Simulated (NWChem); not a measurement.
GaN2H5O; SMILES [NH2][Ga]([NH2])[OH]

```xyz
9

Ga     0.0208    -0.0165    -0.0329
O      1.7967    -0.3557     0.0202
H      2.3171     0.4496     0.1890
N     -1.0463    -1.5023     0.0785
H     -0.6041    -2.3996    -0.1373
H     -1.9865    -1.4746    -0.3227
N     -0.6175     1.7065     0.0900
H     -1.6010     1.8675    -0.1447
H     -0.0506     2.4579    -0.3121
```
Atoms are numbered in this order, from 1.

Results from NWChem. Pople sets run with spherical d functions. Geometry: optimised at PBE-D3(BJ)/def2-SVP. Vzz is the largest principal value of the second derivative of the potential at the nucleus (NWChem prints the opposite sign); η is the asymmetry. Non-relativistic.

```tsv
level	Vzz Ga1 (a.u.)	η Ga1	Vzz O2 (a.u.)	η O2	Vzz N7 (a.u.)	η N7
PBE0/def2-TZVP	2.308	0.30	1.320	0.72	-0.798	0.33
PBE0/def2-SVP	1.507	0.35	1.360	0.71	-0.841	0.33
CAM-B3LYP/def2-SVP	[?]	0.34	[?]	0.69	[?]	0.34
CAM-B3LYP/6-31G*	1.735	0.28	1.320	0.77	-0.830	0.31
```

Task: Fill in the missing entries.

Result: 
- CAM-B3LYP/def2-SVP, Vzz Ga1 (a.u.): 1.589
- CAM-B3LYP/def2-SVP, Vzz O2 (a.u.): 1.377
- CAM-B3LYP/def2-SVP, Vzz N7 (a.u.): -0.866
